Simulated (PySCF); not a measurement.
Start geometry of `O=[C](O)[GeH]([GeH3])[GeH3]` from GFN2-xTB (Å):
```
atom  x, y, z in Å
O1    -1.2479   -2.3816    1.3381
C2    -1.0499   -1.5050    0.5227
O3    -1.6438   -1.4642   -0.6888
Ge4    0.2150    0.0490    0.7010
Ge5   -1.0287    1.9639   -0.0703
Ge6    2.2485   -0.4061   -0.4184
H7    -2.2240   -2.2117   -0.8101
H8     0.4700    0.1401    2.1912
H9    -2.3159    2.1851    0.6995
H10   -0.2696    3.2549    0.0953
H11   -1.4115    1.8905   -1.4995
H12    3.2501    0.7071   -0.2594
H13    2.0723   -0.5986   -1.9060
H14    2.9282   -1.6384    0.0970
```

Task: What comes out of this run: PBE0-D3(BJ)/def2-SVP geometry optimisation, gas phase (PySCF 2.14.0)?

Result: 
```
atom  x, y, z in Å
O1    -1.427   -2.295    1.360
C2    -1.100   -1.493    0.531
O3    -1.549   -1.527   -0.735
Ge4    0.148    0.042    0.808
Ge5   -0.928    2.016   -0.095
Ge6    2.188   -0.410   -0.419
H7    -2.145   -2.294   -0.804
H8     0.400    0.129    2.322
H9    -2.291    2.248    0.581
H10   -0.043    3.257    0.124
H11   -1.139    1.810   -1.605
H12    3.179    0.753   -0.223
H13    1.856   -0.535   -1.916
H14    2.845   -1.715    0.065
```

The energy falls by 20.0 kJ/mol over 9 energy and gradient evaluations, the largest force component goes from 0.0214 to 1.5e-04 Eh/bohr, and the atoms move by 0.147 Å rms after alignment. Among the bonds, Ge4–Ge6 and Ge5–H11 change most and about equally (+0.057 Å). Bonds longer at the end by more than 0.005 Å: 10 of 13; shorter: 3. Among the angles that change most is Ge5–Ge4–Ge6, from 116.4° to 109.7°. Among the dihedrals that turn most is O1–C2–Ge4–Ge6, from 98° to 111°. Rotational constants go from 1058, 692.2, 478.3 to 1002, 717.0, 487.3 MHz. The orientation of the end geometry is arbitrary; only internal coordinates are fixed.

The run used 178 basis functions and 61 SCF cycles in all. Hardware: an AMD EPYC 9R45 with one thread, shared host with 96 logical CPUs at a one-minute load of 16. Cost: 97 s of wall time, 0.97 GiB resident at most.

No frequency check. The numbers are those of one conformer.
